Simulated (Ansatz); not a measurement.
The P1–P2 bond of H4P2 (SMILES PP) is stretched (multiplicity 1, the rest rigid).
Geometry at rest (charge 0, multiplicity 1):
```xyz
6

P     -0.98931    -0.53589     0.00726
P      0.98931     0.53589    -0.00726
H     -1.52763     0.25159    -1.04540
H     -1.54505     0.31148     1.00281
H      1.54505    -0.31148    -1.00281
H      1.52763    -0.25159     1.04540
```

Correlated levels freeze the cores.

Codes used: Ansatz (an electronic-structure program) with Gaussian orbitals. Values without a source in brackets are computed.

Energies above the point at 2.250 Å (the B3LYP-D3(BJ) bond length), FIC-MRCISD+Q on CASSCF(2,2)/cc-pV(D+d)Z (kcal/mol): 10.73 at 2.025 Å; 4.23 at 2.475 Å; 51.70 at 7.201 Å.

**Question.** Take the last value as the depth D of a Morse curve D(1 − e^(−a(R − R₀)))², fit a and R₀ to the two near points, and test it at 3.038 and 3.938 Å.

**Answer.** 
With D = 51.7, both near points (counted from the curve's value at 2.250 Å) are met by a = 1.59 Å⁻¹ and R₀ = 2.262 Å, so k = 2Da² = 260 kcal/(mol Å²). The curve then gives 25.9 and 44.7 kcal/mol; the level itself gives 28.3 and 47.8, so Morse is off by -2.4 and -3.1.
